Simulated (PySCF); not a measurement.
A GIAO shielding run with PySCF 2.14.0 with density-fitted response routines (density fitting, non-relativistic, gas phase) on `InChI=1S/C4H13FSSi2/c1-4(2,3)8(5)6-7/h8H,1-3,7H3/t8-/m1/s1`:

```
$ OMP_NUM_THREADS=1 python probes_run.py task.json out

{"job": {"kind": "nmr", "xc": "PBE0", "basis": "pcSseg-1"}, "charge": 0, "multiplicity": 1}
C     -1.415389     1.079408    -1.075645
C     -1.102727     0.095460     0.053289
C     -1.185050     0.832730     1.393920
C     -2.135427    -1.032724     0.038234
Si     0.636269    -0.644929    -0.181015
F      0.928369    -1.674347     1.035978
S      2.100140     0.911018    -0.103245
Si     3.902278    -0.152187     0.397057
H     -1.399649     0.580062    -2.042411
H     -2.403687     1.514223    -0.932221
H     -0.684745     1.884916    -1.094133
H     -2.179157     1.257620     1.528124
H     -0.459420     1.642654     1.431858
H     -0.990169     0.154450     2.222376
H     -3.134783    -0.630671     0.200352
H     -2.128274    -1.553723    -0.916904
H     -1.928781    -1.757117     0.822724
H      0.817115    -1.484455    -1.352976
H      4.874643     0.923997     0.476063
H      3.704056    -0.838258     1.664067
H      4.175468    -1.091185    -0.683878
```

Hardware: 1 thread of an Intel Xeon, shared host. The job also computes population analyses, field gradients.

Problem. How large is the calculation?

Solution. 90 electrons, 222 basis functions and 1222 auxiliary functions.

Problem. How long does it take, and how much memory does it need?

Solution. 2.7 min of wall time, with 13 SCF cycles and 4 response iterations; peak memory 1 GiB. Times on a shared host scatter by some tens of per cent.
